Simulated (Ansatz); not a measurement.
`[CH3][Al]1[CH2][O]1` and `[F][Al]1[CH2][O]1` differ in one atom or group.

Ansatz, PBE0-D4/def2-TZVP geometries, multiplicity 1. 

```tsv
property	`[CH3][Al]1[CH2][O]1`
LUMO energy (ωB97M-V/def2-TZVPP) / eV	0.80
size of the dipole moment (PBE/def2-TZVPP) / D	3.08
vertical ionisation energy (CCSD(T)/CBS(def2)) / eV	8.65
HOMO–LUMO gap (B3LYP/def2-TZVPP) / eV	5.07
HOMO–LUMO gap (ωB97M-V/def2-TZVPP) / eV	9.26
LUMO energy (PBE/def2-TZVPP) / eV	-1.47
```

Question: What does the change do to each property? (Estimate.)

Answer: The calculation gave: 
```csv
property,`[F][Al]1[CH2][O]1`,shift
LUMO energy (ωB97M-V/def2-TZVPP) / eV,0.06,-0.74
size of the dipole moment (PBE/def2-TZVPP) / D,1.56,-1.52
vertical ionisation energy (CCSD(T)/CBS(def2)) / eV,9.54,0.89
HOMO–LUMO gap (B3LYP/def2-TZVPP) / eV,4.76,-0.31
HOMO–LUMO gap (ωB97M-V/def2-TZVPP) / eV,9.26,0.00
LUMO energy (PBE/def2-TZVPP) / eV,-2.55,-1.08
```

With PBE0 the HOMO falls by 0.73 eV and the LUMO falls by 1.00 eV, so the gap narrows by about 0.27 eV. PBE moves the HOMO by -0.67 eV and ωB97M-V by -0.75 eV. Dipoles are sizes alone; their direction can turn.

B3LYP here is the variant with VWN-RPA as its local correlation; programs differ in this.
